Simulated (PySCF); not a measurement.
**Correlation energy of I (iodine, neutral)**

[Kr] 4d10 5s2 5p5, 2P determinant. All numbers are calculated (PySCF 2.14, scalar relativity through the core potential, in def2-SVP with the def2 core potential (28 electrons) (4s4p2d, 26 functions)). Frozen: 4s2 4p6 4d10; 7 electrons correlated.

MP2 pair energies summed by pair of shells (mhartree):

```json
{"pair": "5p-5p", "energy": "-51.99", "share (%)": "66.7"}
{"pair": "5s-5p", "energy": "-21.49", "share (%)": "27.6"}
{"pair": "5s-5s", "energy": "-4.46", "share (%)": "5.7"}
```

Total MP2 correlation energy: -77.94 mhartree.

Same-spin part -20.00 and opposite-spin part -57.94 mhartree; SCS-MP2 scales them by 1/3 and 6/5 to -76.19 mhartree.

| level | correlation energy (mhartree) |
| --- | --- |
| CCSD | -90.47 |
| (T) | -0.78 |
| CCSD(T) | -91.25 |

Diagnostics: T1 = 0.0054, D1 = 0.0184, largest double amplitude 0.051.

Cost of the coupled-cluster step: 0.1 s of wall time on 1 thread of Neoverse-V2 (shared host), for 7 correlated electrons.
